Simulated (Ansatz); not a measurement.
Li₁₂F₁₂ (started as a model of: 2x3x4 LiF rock-salt block). The state is a triplet with charge 0. Geometry r2SCAN-D4/def2-SVP, that of the neutral singlet; atoms count from 1.

Cartesian coordinates in Å:
```
Li 0.3421 -2.4522 2.0750
F -0.3831 -0.7769 1.9690
Li -1.0128 0.9185 1.5818
F -1.6614 2.6403 1.2135
F -0.6773 -3.1752 0.8125
Li -1.3969 -1.4697 0.5062
F -2.1307 0.2016 0.2094
Li -2.5790 1.9403 -0.1371
Li -0.0056 -3.1210 -0.8312
F -0.7741 -1.5286 -1.2981
Li -1.3875 0.1979 -1.5499
F -2.0251 1.9409 -1.8251
F 2.0251 -1.9410 1.8251
Li 1.3876 -0.1978 1.5499
F 0.7741 1.5286 1.2981
Li 0.0056 3.1210 0.8312
Li 2.5790 -1.9402 0.1371
F 2.1306 -0.2016 -0.2094
Li 1.3969 1.4697 -0.5062
F 0.6774 3.1751 -0.8125
F 1.6614 -2.6404 -1.2135
Li 1.0128 -0.9185 -1.5818
F 0.3831 0.7769 -1.9691
Li -0.3422 2.4523 -2.0749
```

At PBE0-D4/def2-SVP a singlet of charge 0 lies 8.53 eV below the triplet at the same geometry.

Problem. Estimate the Mulliken populations from the PBE0/def2-SVP orbitals of Ansatz.

Solution. 
```csv
atom,charge (e),spin (α − β)
Li1,0.35,0.32
F2,-0.54,0.08
Li3,0.52,0.05
F4,-0.56,0.04
F5,-0.48,0.16
Li6,0.60,-0.03
F7,-0.56,0.04
Li8,0.64,0.00
Li9,0.50,0.16
F10,-0.55,0.07
Li11,0.50,0.07
F12,-0.55,0.06
F13,-0.42,0.25
Li14,0.52,0.04
F15,-0.56,0.05
Li16,0.64,-0.01
Li17,0.35,0.32
F18,-0.54,0.08
Li19,0.52,0.05
F20,-0.56,0.04
F21,-0.48,0.16
Li22,0.60,-0.03
F23,-0.56,0.04
Li24,0.64,0.00
```
Mulliken values depend strongly on the basis.

Problem. Where does the spin sit?

Solution. Summed by element: Li 0.94, F 1.06, of 2 unpaired in all. Largest on single atoms: Li17 0.32, Li1 0.32, F13 0.25.
